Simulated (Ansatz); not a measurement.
System: H2BSO, charge 0, doublet. H2BSO (SMILES SB[O], doublet).
B3LYP-D3(BJ)/def2-TZVP minimum from Ansatz (an electronic-structure program):
```
B
O 1 1.2974
H 1 1.2007 2 120.98
S 1 1.8345 3 117.06 2 -180.00
H 4 1.3455 1 96.93 3 180.00
```
Charge 0, spin multiplicity 2.

Atomisation energy term by term, kcal/mol (programs: Ansatz). Radicals and triplets start from unrestricted determinants; spin-orbit coupling is neglected. Correlated methods leave the cores frozen. Rows without X2C or -DK are non-relativistic. CBS(X,Y): correlation extrapolated as X^-3, Hartree-Fock from the larger set. A bracket is a step between two methods taken in the basis named. '+ core + X2C': CCSD(T) terms for core correlation (cc-pwCVTZ, 1s frozen past Ne) and scalar relativity (cc-pVTZ-DK). For partners of very few electrons the exact lower level stands in for a higher one.

```
term                                       basis  kcal/mol
------------------  ----------------------------  --------
Hartree-Fock                         cc-pV(Q+d)Z    299.93
CCSD correlation    CBS(cc-pV(T+d)Z,cc-pV(Q+d)Z)     98.41
(T)                 CBS(cc-pV(T+d)Z,cc-pV(Q+d)Z)      8.55
CCSDT(Q) - CCSD(T)                   cc-pV(D+d)Z      1.03
core correlation                       cc-pwCVTZ      2.00
scalar relativity                X2C, cc-pVTZ-DK     -0.55
sum: De                                              409.4
```
